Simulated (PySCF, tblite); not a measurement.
Isomers of C4H11FO2Si2. All values are computed: GFN2-xTB (tblite) harmonic vibrations without scaling, gas phase. Against measured fundamentals such values can be off by several per cent, at times by over 20. Modes of hydrogen on silicon can be 10 to 20 % off. One conformer each.

Electronic energies: PBE0/pcSseg-1 single points on the GFN2-xTB geometries (PySCF, gas phase).

```tsv
SMILES	electronic energy, lowest = 0 (kcal/mol)
O[SiH2]/C(=C\O[SiH3])CCF	0.0
O=COC([SiH3])([SiH3])CCF	36.3
C/C(=C\O[SiH3])O[SiH2]CF	16.6
CO[C@@H](F)[SiH2][SiH2]C(C)=O	40.5
```

Problem. How do GFN2-xTB zero-point energies change the relative energies?

Solution. 
| SMILES | ZPE (kcal/mol) | of it from modes above 1550 cm⁻¹ | electronic (kcal/mol) | with ZPE, lowest = 0 (kcal/mol) | lowest mode (cm⁻¹) | rings |
| --- | --- | --- | --- | --- | --- | --- |
| O[SiH2]/C(=C\O[SiH3])CCF | 86.7 | 45.1 | 0.0 | 0.0 | 21 | 0 |
| C/C(=C\O[SiH3])O[SiH2]CF | 86.2 | 44.5 | 16.6 | 16.1 | 16 | 0 |
| O=COC([SiH3])([SiH3])CCF | 86.1 | 43.0 | 36.3 | 35.7 | 22 | 0 |
| CO[C@@H](F)[SiH2][SiH2]C(C)=O | 86.8 | 44.9 | 40.5 | 40.5 | 3i | 0 |

The zero-point energies span 0.7 kcal/mol, from `O=COC([SiH3])([SiH3])CCF` to `CO[C@@H](F)[SiH2][SiH2]C(C)=O`. Slightly imaginary modes are left out of the zero-point energy: `CO[C@@H](F)[SiH2][SiH2]C(C)=O` 2.6i cm⁻¹. The order is unchanged.

Problem. And how do the electronic energies of GFN2-xTB itself compare?

Solution. `O[SiH2]/C(=C\O[SiH3])CCF` 0.0; `C/C(=C\O[SiH3])O[SiH2]CF` 1.0; `O=COC([SiH3])([SiH3])CCF` 53.4; `CO[C@@H](F)[SiH2][SiH2]C(C)=O` 82.3 kcal/mol, lowest = 0. Against the energies above, taken from the same isomer `O[SiH2]/C(=C\O[SiH3])CCF`, the largest difference is 41.8 kcal/mol.
